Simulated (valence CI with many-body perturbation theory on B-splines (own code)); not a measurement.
**Questions on Mo X**

Computed by valence CI with perturbative core correlation (CI+MBPT): five valence electrons over a frozen Dirac-Fock core [Ar] 3d10, a basis of 9 s, 9 p, 8 d, 6 f, 3 g, 1 h functions for each j, with the one-electron correlation potential Σ1 (screened to all orders), the two-electron term Σ2, the three-electron term Σ3, Breit, model QED; selected single and double excitations, second order for the rest, scaled by the run's own slope (own B-spline code, finite nucleus).

No measured spectrum was set against this ion. As an estimate, levels hold to about 250 cm⁻¹ or 0.2 % of their energy and the worst to 1 %, as in measured heavy ions of charge 2 to 7; those with d or f electrons hold less well. Among the levels kept, up to 720 cm⁻¹ of a level comes from second order outside the variational space, and about a tenth of that is noise between levels of different J, which matters for small intervals.

Rates and lifetimes use the calculated energies. Strong lines usually hold to 10 to 20 %, long lifetimes can be off by a factor of two.

(1) What is the ground level?

(2) What are the static dipole polarisabilities of the lowest levels?

(3) What is the ionisation energy?

(4) Where does the other parity begin?

(5) Name the longest-lived excited levels whose lifetime is computed, and their main decay.

Answers

(1) 4s2 4p3 4S°_3/2, composition 82 % 4s2 4p3 4S° + 12 % 4s2 4p3 2P° + 3 % 4s2 4p3 2D°, g = 1.877.

(2) 4s2 4p3 4S°_3/2 1.17 (tensor 0.0091); 4s2 4p3 2D°_3/2 1.17 (tensor 0.062); 4s2 4p3 2D°_5/2 1.18; 4s2 4p3 2P°_1/2 1.17 bohr³, of which the core gives 0.0579.

(3) 186.03 eV; NIST lists 186.3 ± 1.2 eV (semi-empirical).

(4) At 4s 4p4 4P_5/2, 224780 cm⁻¹.

(5) 4s2 4p3 2D°_5/2 at 35669 cm⁻¹ lives 42.8 ms, mostly by M1 to 4s2 4p3 4S°_3/2; 4s2 4p3 2D°_3/2 at 27028 cm⁻¹ lives 6.12 ms, mostly by M1 to 4s2 4p3 4S°_3/2; 4s2 4p3 2P°_1/2 at 55545 cm⁻¹ lives 2.26 ms, mostly by M1 to 4s2 4p3 4S°_3/2. The lifetime of 4s2 4p2 4d 4F_9/2 is too uncertain to give, and may be longer.
